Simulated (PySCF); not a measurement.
# Ti²⁺ (titanium, charge +2) across methods

[Ar] 3d2, high-spin 3F determinant. All numbers are calculated (PySCF 2.14, scalar relativity by spin-free X2C-1e, in aug-cc-pVTZ-DK (8s7p5d3f2g, 93 functions)).

| method | E (hartree) | mean ε 3p α (eV) | mean ε 3p β (eV) | mean ε 3d α (eV) | Σ⟨r²⟩ (bohr²) | ⟨S²⟩ |
| --- | --- | --- | --- | --- | --- | --- |
| r2SCANh | -852.923 | -57.512 | -55.212 | -21.910 | 16.47 | 2.001 |
| r2SCAN | -852.925 | -56.389 | -54.286 | -21.172 | 16.50 | 2.001 |
| LDA | -850.836 | -55.418 | -53.680 | -20.788 | 16.67 | 2.000 |
| UHF | -852.06779 | -66.940 | -62.479 | -27.880 | 16.36 | 2.003 |
| PBE | -852.725 | -55.367 | -53.595 | -20.837 | 16.65 | 2.000 |
| M06-L | -852.922 | -56.233 | -54.247 | -20.648 | 16.36 | 2.001 |
| PBE0 | -852.769 | -58.515 | -56.145 | -22.746 | 16.52 | 2.001 |
| wB97X | -852.977 | -60.788 | -58.618 | -24.995 | 16.42 | 2.001 |
| LC-wPBE | -852.803 | -60.952 | -58.932 | -25.624 | 16.52 | 2.001 |
